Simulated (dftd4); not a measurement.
C₂H₂N₃, doublet, at a GFN2-xTB geometry; D4 for revpbe (dftd4).

Input for dftd4:
```
$ dftd4 mol.xyz --func revpbe --charge 0 --json dftd4.json --noedisp

# file mol.xyz
7

C     -0.60350757    -0.82796458    -0.48881943
N      0.68981498    -0.87913391    -0.50636726
C      1.03177486     0.24989577     0.15562002
N      0.00120577     0.96304564     0.56190122
N     -1.06411527     0.25387661     0.13799864
H      2.04740336     0.53679080     0.33267363
H     -2.00534541     0.56710358     0.31179463
```

What the program printed (banner, timings and long lists left out):

```
                    ____  _____ _____     ____  _  _
      -------------|  _ \|  ___|_   _|---|  _ \| || |------------
     |             | | | | |_    | | ___ | | | | || |_           |
     |             | |_| |  _|   | ||___|| |_| |__   _|          |
     |             |____/|_|     |_|     |____/   |_|            |
     |             ===================================           |
     |            E. Caldeweyher, S. Ehlert & S. Grimme          |
     |          Mulliken Center for Theoretical Chemistry        |
     |                    University of Bonn                     |
      -----------------------------------------------------------

Rational (Becke-Johnson) damping: revpbe-D4-ATM
---------------------
  s6         1.0000
  s8         1.7468
  s9         1.0000
  a1         0.5363
  a2         3.0726
 alp        16.0000
--------------------

Dispersion energy:      -1.9620666816453E-02 Eh

[Info] JSON dump of results written to 'dftd4.json'
```
